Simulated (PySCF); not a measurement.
B(Br)2(OH) (BBr₂HO), SMILES OB(Br)Br. Atoms are numbered in the order given.

```xyz
5

B      0.6482    -0.0105     0.0000
Br    -0.3211     1.6541     0.0000
Br    -0.2932    -1.6692     0.0000
O      1.9842    -0.0329     0.0000
H      2.3849     0.8448     0.0000
```

Geometry: PBE0-D3(BJ)/def2-SVP. Other conformers were not sampled.

Level of theory: PBE0-D3(BJ)/def2-SVP (PySCF).

Frequencies are harmonic and unscaled.

Question: List the normal modes with their intensities. (An estimate is asked for; the answer gives what the named calculation found.)

Answer: 
```csv
mode,ν (cm⁻¹),IR (km/mol),moving atoms (share of kinetic energy)
1,170,0.3,"Br 85 %, O 9 %"
2,304,7.3,"O 65 %, Br 23 %, H 12 %"
3,436,8.5,"O 44 %, Br 30 %, B 22 %"
4,456,1.2,"B 80 %, H 14 %"
5,577,124.2,"H 78 %, O 13 %, B 8 %"
6,783,258.4,"B 64 %, H 28 %"
7,1086,361.7,"H 58 %, B 29 %, O 13 %"
8,1401,299.7,"B 66 %, O 32 %"
9,3882,131.5,H 94 %
```
